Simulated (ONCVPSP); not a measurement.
Which setting gave this result? (N (Z = 7), ONCV)

Base potential:

* Element: N (Z = 7)
* Generator: ONCVPSP 4.0.1
* Type: optimised norm-conserving Vanderbilt (ONCV)
* Functional: PBEsol
* Relativity: scalar-relativistic
* Frozen core: [He]
* Valence charge: 5
* Reference configuration: 2s2 2p2.5 (charge +0.5)
* Partial waves: 2s: rc 0.85 bohr, ncon 4, nbas 8, qcut 8.3 1/bohr, local; 2p: rc 2.35 bohr, ncon 4, nbas 7, qcut 4.9 1/bohr, 2 projectors, debl 3.9 Ha; d scattering state at 0.04 Ha: rc 2.40 bohr, ncon 4, nbas 8, qcut 3.9 1/bohr, 2 projectors, debl 0.5 Ha
* Local potential: the s channel
* Core correction: none

Cutoffs, loose and tight: the cutoffs (Ha) at which the residual kinetic energy of the hardest occupied pseudo-wave falls to 1 and 0.1 mHa per electron. They do not see the model core or the augmentation charge, which bear on the density cutoff. Test errors are all-electron minus pseudo excitation energies from the reference, over the configurations 2s2 2p3; 2s2 2p2; 2s2 2p1; 2s1 2p0; variants that change the core or the reference have their own tests.

Only the s radius is moved (1 further runs of the sweep failed or gave no value and are left out):

```
s radius (bohr)  cutoff, loose  cutoff, tight  bound ghosts  largest test error (meV)
           0.76          29 Ha          99 Ha          none                     +5469
           0.88          30 Ha          57 Ha          none                     +5469
           0.98          28 Ha          47 Ha          none                     +5469
           1.22          24 Ha          30 Ha          none                     +5469
```

Problem. One more run gave cutoff, loose: 26 Ha; cutoff, tight: 32 Ha; bound ghosts: none; largest test error (meV): +5469. Which value of the s radius was used?

Solution. 1.12 bohr. The tight cutoff moves one way along this sweep, from 99 Ha at 0.76 to 30 Ha at 1.22 bohr, which places the run between 0.98 and 1.22 bohr.
